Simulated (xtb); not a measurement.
AlF4 (SMILES [F][Al-]([F])([F])[F]), charge -1, singlet, geometry from GFN2-xTB (such geometries of metal compounds can be far from the true shape).

Here is a job for xtb.
```
$ xtb mol.xyz --gfn 0 --chrg -1 --ohess --json

# file mol.xyz
5

Al    -0.00000000     0.00000000    -0.00000000
F      1.58679882    -0.29963334    -0.47610446
F      0.00001338     0.79617763     1.48340395
F     -0.75975736     0.96255905    -1.15353150
F     -0.82705485    -1.45910335     0.14623202
```

**Question.** What is the computed HOMO-LUMO gap (GFN0-xTB in xtb 6.7.1)?

**Answer.** 9.51 eV

**Question.** Predict the zero-point energy from GFN0-xTB.

**Answer.** 4.8 kcal/mol

**Question.** What is the computed total energy at the end of the optimisation (GFN0-xTB)?

**Answer.** -18.486027 Ha

**Question.** Estimate the harmonic frequencies (imaginary ones negative) that GFN0-xTB returns for this input.

**Answer.** 112, 112, 153, 153, 153, 549, 717, 717, 717 cm⁻¹
